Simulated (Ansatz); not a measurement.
## What each rung costs, and what it gives

Saddle point of GaH3BrCl, closed shell (GaH₂Br ([GaH2][Br]) + HCl → GaH₂Cl ([Cl][GaH2]) + HBr (still joined by a long Ga–Br bond); bonds formed: Br2–H5; dative contacts that become bonds: Ga1–Cl6; bonds broken: H5–Cl6; bonds weakened to dative contacts: Ga1–Br2), PBE0-D4/def2-TZVP structure:

```
atom    x (Å)    y (Å)    z (Å)
 Ga1  -0.4046  -0.5930   0.3941
 Br2  -0.6021   1.8026  -0.5774
  H3  -1.2084  -1.4963  -0.5759
  H4  -0.3584  -0.4089   1.9326
  H5   0.8170   1.0231  -0.7203
 Cl6   1.7564  -0.3275  -0.4532
```

Barriers are electronic and count from the start structure reached by relaxing down the imaginary mode.

Ansatz 0.2.0; basis: as named in each row; cores frozen in the correlated methods. Filled d shells of the heavier atoms are correlated. The def2 sets are not built for correlating such inner shells, so the correlated values are less sure here. B3LYP uses VWN-RPA correlation. Extrapolation: Hartree–Fock as exp(−7.88 √X), correlation as X^−2.97.

Times are rough, for one single point on 4 threads of a shared host (Arm Neoverse V2).

The estimate by CCSD(T) at an estimated basis limit (MP2 extrapolated from triple and quadruple zeta, plus CCSD(T) − MP2 in triple zeta) is 7.58 kcal/mol.

| method | basis | time (s) | barrier (kcal/mol) | method less estimate |
| --- | --- | --- | --- | --- |
| HF | STO-3G | under 1 | -2.71 | -10.29 |
| SPW92 | def2-SVP | under 1 | -1.87 | -9.45 |
| PBE-D4 | def2-SVP | under 1 | 1.89 | -5.69 |
| SPW92 | def2-TZVPP | under 1 | -1.07 | -8.65 |
| B3LYP-D4 | 6-31G | under 1 | 4.42 | -3.16 |
| PBE-D4 | STO-3G | under 1 | -19.01 | -26.59 |
| PBE0-D4 | def2-SVP | under 1 | 4.77 | -2.81 |
| PBE-D4 | def2-TZVPP | 1 | 2.46 | -5.12 |
| BLYP-D4 | def2-TZVPP | 1 | 4.73 | -2.85 |
| B3LYP-D4 | def2-TZVPP | 2 | 6.55 | -1.03 |
| PBE0-D4 | def2-TZVPP | 2 | 4.95 | -2.63 |
| BHLYP-D4 | def2-TZVPP | 2 | 9.67 | 2.09 |
| CAM-B3LYP-D4 | def2-TZVPP | 2 | 7.84 | 0.26 |
| RPA on PBE | def2-TZVPP | 2 | 7.69 | 0.11 |
| r2SCAN-D4 | def2-TZVPP | 3 | 3.62 | -3.96 |
| CCSD(T) | def2-SVP | 3 | 11.11 | 3.53 |
| B2PLYP | def2-TZVPP | 3 | 7.34 | -0.24 |
| PBE-QIDH | def2-TZVPP | 3 | 6.77 | -0.81 |
| wB97M-V | def2-SVP | 3 | 7.70 | 0.12 |
| r2SCAN0-D4 | def2-TZVPP | 3 | 5.63 | -1.95 |
| wB97X-V | def2-TZVPP | 5 | 8.43 | 0.85 |
| B97M-V | def2-TZVPP | 6 | 6.95 | -0.63 |
| wB97M-V | def2-TZVPP | 6 | 8.24 | 0.66 |
| MP2 | def2-QZVPP | 10 | 6.41 | -1.17 |
| CCSD(T) | def2-TZVPP | 42 | 8.27 | 0.69 |

All methods are single points on the PBE0-D4 structures; a negative value means that the method puts the saddle structure below the start.

The T1 diagnostic stays at or below 0.011.

Labels in which every atom is bracketed show which atoms are joined, not bond orders.
